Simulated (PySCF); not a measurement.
## Ionisation energy of Re⁵⁷⁺ by level of theory

Re⁵⁷⁺ [Ar] (1S) → Re⁵⁸⁺ [Ne] 3s2 3p5 (2P), as a difference of total energies. Calculation: PySCF 2.14, in an uncontracted even-tempered set (17 s from 15 bohr⁻², ratio 2.5; 12 p from 20 bohr⁻², ratio 2.5; 4 d from 81 bohr⁻², ratio 2.7; 4 f from 120 bohr⁻², ratio 2.7); the spin-free X2C one-electron Hamiltonian (Gaussian nucleus). Correlated levels: outer shells: 1s2 frozen; virtual orbitals above 40 to 60 times the deepest correlated orbital energy dropped. The calculations carry no spin-orbit coupling.

```tsv
method	ionisation energy (eV)
UHF	6038.0
MP2 (outer shells)	6039.1
SCS-MP2 (outer shells)	6038.9
CCSD (outer shells)	6039.1
CCSD(T) (outer shells)	6039.1
```

A first-order spin-orbit estimate (lowest level to lowest level, LS coupling) adds -114.3 eV.

Breit and QED terms and the two-electron picture change are absent.

For comparison: 5919 ± 6 eV (theoretical estimate listed by NIST; NIST Atomic Spectra Database, ionization energies).
